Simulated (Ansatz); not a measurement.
Consider the ligand exchange at the Al–O bond: `[CH3][Al]([SiH3])[O][SiH3]` + CH₃NH₂ → `C[NH][Al]([CH3])[SiH3]` + `O[SiH3]`.

Gas-phase electronic energies from Ansatz, PBE0-D4/def2-TZVP geometries. CCSD(T)/CBS adds triple-zeta CCSD(T) − MP2 to the extrapolated MP2 energy (def2 sets, frozen cores). One conformer a species, not always the lowest.

`[CH3][Al]([SiH3])[O][SiH3]`:

```xyz
14

C    -1.536    1.904   -0.583
Al   -0.206    0.542   -0.190
Si    2.213    0.757   -0.555
O    -0.718   -0.934    0.460
Si   -0.667   -2.445    1.052
H    -2.555    1.533   -0.453
H    -1.432    2.275   -1.607
H    -1.406    2.770    0.075
H     2.983    0.377    0.664
H     2.665   -0.145   -1.655
H     2.619    2.143   -0.928
H     0.721   -2.985    1.015
H    -1.542   -3.337    0.245
H    -1.141   -2.455    2.461
```

CH₃NH₂:

Cartesian coordinates in Å:
```
C -0.427 -0.373 0.034
N 0.844 0.315 -0.112
H -1.290 0.274 0.249
H -0.352 -1.106 0.841
H -0.646 -0.928 -0.881
H 1.072 0.827 0.730
H 0.799 0.992 -0.862
```

`C[NH][Al]([CH3])[SiH3]`:

Z-matrix (Å, degrees):
```
C
N 1 1.447
H 1 1.097 2 112.4
H 1 1.092 2 109.9 3 119.2
H 1 1.097 2 112.4 3 -121.5
Al 2 1.773 1 129.7 3 -119.3
H 2 1.010 1 111.6 3 60.7
Si 6 2.457 2 117.7 1 0.0
C 6 1.953 2 118.7 1 -180.0
H 8 1.493 6 111.4 2 121.1
H 8 1.494 6 111.4 2 -120.5
H 8 1.492 6 113.9 2 0.3
H 9 1.095 6 111.1 2 -120.8
H 9 1.093 6 112.5 2 0.0
H 9 1.095 6 111.1 2 120.8
```

`O[SiH3]`:

Z-matrix (Å, degrees):
```
Si
O 1 1.648
H 1 1.489 2 111.7
H 1 1.489 2 111.7 3 120.9
H 1 1.481 2 105.9 3 -119.6
H 2 0.957 1 117.9 3 -60.5
```

```json
{"species": "`[CH3][Al]([SiH3])[O][SiH3]`", "MP2/CBS(def2) energy (Eh)": "-938.81908"}
{"species": "CH₃NH₂", "MP2/CBS(def2) energy (Eh)": "-95.71376"}
{"species": "`C[NH][Al]([CH3])[SiH3]`", "MP2/CBS(def2) energy (Eh)": "-667.85356"}
{"species": "`O[SiH3]`", "MP2/CBS(def2) energy (Eh)": "-366.65375"}
```

(1) Work out ΔE.

Largest T1 diagnostic among the species: 0.012.

Results:

(1) ΔE = (-667.85356) + (-366.65375) − (-938.81908) − (-95.71376) = 0.02553 Eh = +0.69 eV. CCSD(T)/CBS gives +0.70 eV.

From PBE to PBE0 (25 % exact exchange), in def2-TZVPP and without D4, ΔE moves by +0.05 eV. In def2-TZVPP, CCSD(T) changes the Hartree–Fock value by −0.18 eV (the triples alone add −0.03 eV) and MP2 by −0.19 eV.
